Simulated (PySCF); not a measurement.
Radial density of Ar (argon, neutral)

CAM-B3LYP, [Ne] 3s1 3p6 4p1, high-spin 3P determinant (an excited configuration). Calculation: PySCF 2.14, in aug-cc-pV(Q+d)Z with one added diffuse shell each of s, p, d, f, g type (8s7p6d4f3g, 114 functions); no relativity, point nucleus.

```
r (bohr)  4πr²ρ (e/bohr)  4πr²(ρα − ρβ)
 0.00131         0.07922         0.0003
 0.00221          0.2171         0.0009
 0.00372          0.5816         0.0024
 0.00625           1.502         0.0062
  0.0105           3.646         0.0151
  0.0177           7.976         0.0325
  0.0298           14.68         0.0569
  0.0501           20.37         0.0660
  0.0842           18.81         0.0282
   0.142           14.53         0.0359
   0.238           19.65         0.2253
   0.401           17.08         0.1063
   0.674           5.235         0.2046
    1.13           5.322         0.9992
    1.91           2.858         0.3162
    3.21          0.3276         0.0485
    5.40          0.1750         0.1715
    9.08         0.07891         0.0789
    15.3        0.003650         0.0036
```

The outer electron is Rydberg-like, and this basis confines it to a smaller radius and binds it less than a complete one would.
